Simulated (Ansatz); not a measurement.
`[OH][Al]([Cl])[Cl]` + HBr → `[Cl][Al]([Cl])[Br]` + H₂O at 600 K and 1 bar (ligand exchange at the Al–O bond).

Isolated molecules relaxed with PBE0-D4/def2-TZVP in Ansatz; ΔE leaves out vibrations. CCSD(T)/CBS is the MP2 limit (def2-TZVPP, def2-QZVPP) plus CCSD(T) − MP2 in def2-TZVPP, frozen cores. This one scheme is used for every species. For Br outer-core shells are correlated without core-valence functions, which leaves a few kJ/mol of doubt a bond. Scalar relativity is left out up to krypton. Each species was taken in one conformer, which may not be the lowest.

```json
{"species": "`[OH][Al]([Cl])[Cl]`", "CCSD(T)/CBS energy (Eh)": "-1237.55309", "H − E (kJ/mol)": "88.2", "S (J/(mol·K))": "383.9"}
{"species": "HBr", "CCSD(T)/CBS energy (Eh)": "-2573.91920", "H − E (kJ/mol)": "33.5", "S (J/(mol·K))": "219.1"}
{"species": "`[Cl][Al]([Cl])[Br]`", "CCSD(T)/CBS energy (Eh)": "-3735.10209", "H − E (kJ/mol)": "51.9", "S (J/(mol·K))": "388.2"}
{"species": "H₂O", "CCSD(T)/CBS energy (Eh)": "-76.37941", "H − E (kJ/mol)": "76.8", "S (J/(mol·K))": "212.8"}
```

H − E and S are ideal-gas, rigid-rotor, harmonic terms from PBE0-D4/def2-TZVP, for one conformer and one mirror image of each species. 1 Eh = 2625.50 kJ/mol, R = 8.31446 J/(mol·K).

By hand: ΔE, ΔH, ΔS and ΔG.

ΔE = (-3735.10209) + (-76.37941) − (-1237.55309) − (-2573.91920) = -0.00921 Eh = -24.2 kJ/mol. Δ(H − E) = 51.9 + 76.8 − 88.2 − 33.5 = 7.0, so ΔH = -17.2 kJ/mol. ΔS = 388.2 + 212.8 − 383.9 − 219.1 = -2.0 J/(mol·K). ΔG = -17.2 − 600 × (-2.0)/1000 = -16.0 kJ/mol.

By hand: the equilibrium constant, and the temperature at which ΔG would vanish if ΔH and ΔS stayed fixed.

log₁₀ K = −ΔG/(RT ln 10) = 1.4. ΔG = 0 at ΔH/ΔS = 8600 K, far beyond where these terms or the molecules hold.

The number of gas molecules stays the same, so ΔS is small and ΔH decides. A doubt of 5 kJ/mol in ΔE shifts log₁₀ K by 0.4 here. Other conformers and mirror images would add mixing entropy, several J/(mol·K) or more a flexible species. These are equilibria of isolated gas molecules and say nothing of rates. Largest T1 diagnostic: 0.010 (customary marks: 0.02 for closed shells, 0.045 for open ones).
